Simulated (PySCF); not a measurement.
Compound: CH₆ClPSn.
SMILES with atom numbers: `[PH2:1][SnH2:2][CH2:3][Cl:4]` (hydrogens: H5, H6 on P1; H7, H8 on Sn2; H9, H10 on C3)

Computed by this run: PySCF 2.14.0, PBE0-D3(BJ)/def2-SVP geometry optimisation, gas phase, def2 core potentials past Kr; density fitting, grid level 1; the optimiser is geomeTRIC in internal coordinates, started from a GFN2-xTB structure with every atom displaced at random (about 0.01 Å).

Step 0: E = -28760.6681 eV
```
atom  x, y, z in Å  |  force x, y, z in eV/Å
P1      2.3432   -0.3196   -0.7028    0.337   1.542  -0.869
Sn2     0.2383    0.9662   -0.1886   -0.573  -0.151   0.346
C3     -1.4564   -0.3115    0.5105    1.830  -0.047   0.744
Cl4    -1.5213   -1.7634   -0.4696   -0.144  -0.604  -0.436
H5      2.4064   -0.8177    0.5687    0.127  -0.570   1.420
H6      1.5958   -1.3821   -1.1611   -0.643  -0.982  -0.442
H7      0.4416    2.2147    0.9607    0.201   0.015   0.232
H8     -0.3247    1.7927   -1.5535   -0.069   0.018  -0.432
H9     -1.2901   -0.6143    1.5671   -0.057   0.162  -0.391
H10    -2.3824    0.2140    0.4476   -1.010   0.617  -0.172
```

Q: Estimate the geometry and energy of step 1. (The exact step hangs on the optimiser's Hessian estimate; all steps are aligned on step 0, rigid shifts and turns removed.)

A: E = -28760.8392 eV, largest force 0.241 eV/Å
```
atom  x, y, z in Å  |  force x, y, z in eV/Å
P1      2.2623   -0.3260   -0.6813    0.003  -0.152   0.164
Sn2     0.2095    1.0302   -0.1973   -0.118   0.172  -0.027
C3     -1.3535   -0.3148    0.4961   -0.160   0.037  -0.054
Cl4    -1.4282   -1.7836   -0.5237   -0.023   0.099   0.026
H5      2.3113   -0.8369    0.6670   -0.025   0.087  -0.224
H6      1.4512   -1.4186   -1.1450    0.071   0.120   0.066
H7      0.4756    2.2462    0.9966    0.051  -0.110  -0.017
H8     -0.3717    1.8221   -1.6118    0.071  -0.113   0.029
H9     -1.1739   -0.6316    1.5306    0.025  -0.016   0.044
H10    -2.3322    0.1921    0.4477    0.107  -0.123  -0.007
```

The energy changes by -0.1711 eV. The first-order estimate −F·Δx gives -0.3934 eV and the mean of the old and new forces, exact on a quadratic surface, -0.1775 eV. The step makes an angle of 71° with the force vector and moves no atom by more than 0.150 Å.

The cost below is that of the whole optimisation. On an Arm Neoverse N1 with one thread, shared host with 64 logical CPUs at a one-minute load of 56, this took 86 s and 0.45 GiB of memory at its peak.
